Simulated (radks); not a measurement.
Excited configurations of Ti IV: one electron is placed in a higher orbital outside [Ar]. The ground configuration is [Ar] 3d1. Calculated with a radial shooting solver on a logarithmic mesh with Libxc functionals: non-relativistic Kohn-Sham, PBE, spin-unpolarised, spherical densities, point nucleus. Excitation = E - E(ground); binding = E(ion) - E, where the ion is the core of charge +4; n* = 4/sqrt(2 binding) in atomic units, and the quantum defect is n - n*.

| outer orbital | excitation (eV) | binding (eV) | n* | eigenvalue (eV) |
|---|---|---|---|---|
| 4d | 24.132 | 19.367 | 3.353 | -16.644 |
| 6p | 33.941 | 9.559 | 4.772 | -8.556 |
| 6d | 35.660 | 7.840 | 5.269 | -6.982 |
| 7p | 36.896 | 6.604 | 5.742 | -5.948 |
| 7d | 37.893 | 5.606 | 6.231 | -5.034 |

The Delta-SCF ionisation energy is 43.500 eV (NIST Atomic Spectra Database: 43.267 eV, measured). Self-interaction in the functional shifts the binding energies and quantum defects, so they are the method's values and not measured ones. Spin polarisation and multiplet splitting are left out, so open shells lie too high by an amount that depends on their filling.

Beside tabulated values, note that spin-unpolarised runs miss the spin-polarisation part of the exchange energy of open shells.
